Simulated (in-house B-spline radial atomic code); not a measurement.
Ionising Ca⁶⁺ with different functionals

Computed with a B-spline radial code for spherical atoms: non-relativistic Hamiltonian, point nucleus, spin-polarised at highest spin, spherical fractional occupations for the functionals, and exact exchange of hybrids averaged over the configuration. The ionisation energy is the difference of two self-consistent energies, [Ne] 3s2 3p2 → [Ne] 3s2 3p1, without Breit or QED terms; ε is the level of the shell that loses the electron (its least bound occupied spin orbital).

```
   method                    rung  ΔSCF (eV)  -ε(3p) (eV)
     PBE0           global hybrid     127.38       120.10
    B3LYP           global hybrid     127.44       119.57
    TPSSh           global hybrid     127.52       118.75
   M06-2X           global hybrid     127.14       122.54
BHandHLYP           global hybrid     127.24       122.45
  r2SCAN0           global hybrid     127.57       120.47
    B97-1           global hybrid     127.32       119.59
    HSE06  range-separated hybrid     127.36       119.65
    wB97X  range-separated hybrid     127.30       122.65
CAM-B3LYP  range-separated hybrid     127.39       121.55
  LC-wPBE  range-separated hybrid     127.55       123.07
```

Q: Among the functionals, which spreads more, the ΔSCF values or the orbital energies?

A: The orbital energies: ΔSCF values span about 0.42 eV and the orbital energies 4.31 eV; here energy differences depend much less on the functional than eigenvalues do.

Q: How do they compare with the NIST value?

A: NIST lists 127.2 eV ± 0.25 (semi-empirical, ground level to ground level). Errors run from -0.07 to +0.36 eV; all lie within about twice that uncertainty, so the table can't rank the methods.
